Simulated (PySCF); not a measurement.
# Predicted spectroscopic data

Computed data (PySCF 2.14): structure optimised with GFN2-xTB, NMR shieldings at PBE0/pcSseg-1/GIAO. Single conformer, gas phase, relativity neglected, equivalent nuclei averaged.

References, each an isolated molecule treated in the same way: $^{1}$H (31.72 ppm) and $^{13}$C (186.93 ppm) against TMS. Where no couplings were computed, multiplicities follow the n + 1 count of equivalent neighbours, and m marks all less simple cases (inequivalent or close neighbours, rings, F or P nearby). Shifts are as computed. Against solution values, carbons near 30 ppm lie about +3 ppm off and those near 130 ppm about +5 ppm; carbons on Cl a further +6 ppm. Of 1309 compounds with measured shifts, 239 miss one by over three times the rms of a fit or turn the order of signals round; such compounds aren't used in these exercises. Carbons bonded to Cl come out too deshielded.

Compound 1 (C₇H₁₁ClSi₂). $^{1}$H NMR (600 MHz, computed): δ 7.55 (m, 1H), 7.31 (d, 1H), 7.18 (m, 1H), 4.62 (m, 1H), 4.60 (m, 1H), 4.21 (m, 1H), 0.75 (m, 1H), 0.72 (m, 1H), 0.34 (m, 1H), 0.33 (m, 1H), -0.25 (m, 1H). $^{13}$C{$^{1}$H} NMR (computed): δ 157.0 (CH), 156.5 (C), 151.4 (CH), 147.9 (CH), 3.1 (CH2), 3.0 (CH2), -1.5 (CH). Structure: SMILES ClC1=C[Si@@H](C2CC2)C=C[SiH2]1.

Compound 2 (C₇H₁₁ClSi₂). $^{1}$H NMR (600 MHz, computed): δ 5.54 (m, 1H), 5.39 (m, 1H), 5.37 (m, 1H), 4.66 (m, 1H), 3.11 (m, 1H), 3.01 (m, 1H), 1.96 (s, 3H), 1.48 (m, 1H), 0.66 (m, 1H). $^{13}$C{$^{1}$H} NMR (computed): δ 135.0 (C), 125.8 (CH2), 102.8 (C), 85.9 (C), 27.1 (CH3), 9.1 (CH), 1.5 (CH). Structure: `C=C(C)C#C[C@@H]1[SiH2][C@H]1[SiH2]Cl`.
